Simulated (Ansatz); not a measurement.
Consider the formal exchange of groups at a W–Cl bond: `C[O][W]([F])([F])([F])([Cl])[O]C` + `C/C=C(/C)F` → `C[O][W]([F])([F])([F])([F])[O]C` + `C/C=C(\C)Cl`.

Program: Ansatz. Geometries: PBE0-D4/def2-TZVP. ΔE: electronic, gas phase. CCSD(T)/CBS is the MP2 limit (def2-TZVPP, def2-QZVPP) plus CCSD(T) − MP2 in def2-TZVPP, frozen cores. Double bonds are as drawn, so ΔE can hold a change between cis and trans. Functionals use def2-TZVPP. Elements past krypton have def2 core potentials. For W outer-core shells are correlated without core-valence functions, which leaves a few kJ/mol of doubt a bond. One conformer a species, not always the lowest.

```csv
level,ΔE (kJ/mol),difference from CCSD(T)/CBS
r2SCAN-D4,-27.1,1.5
BLYP,-30.3,-1.7
r2SCAN,-27.4,1.2
PBE0,-26.9,1.7
HF/def2-SVP,-20.4,8.2
CCSD(T)/def2-SVP,-28.6,0.0
MP2/def2-TZVPP,-26.6,2.0
CCSD(T)/def2-TZVPP,-28.4,0.2
MP2/def2-QZVPP,-26.9,1.7
HF/CBS(def2),-29.2,-0.6
CCSD(T)/CBS,-28.6,0
```

Largest T1 diagnostic among the species: 0.021, so the coupled-cluster value is less sure than usual.

Leaving LDA and LC-ωPBE aside and taking each functional with its dispersion term where it has one, the values, not all of them listed here, spread over 6.4 kJ/mol, from ωB97X-V to HSE06-D4. LDA lies +3.5 kJ/mol from PBE without D4.

CCSD(T)/CBS has its own doubt, a few kJ/mol and more with outer-core shells, so smaller differences from it don't rank the levels.
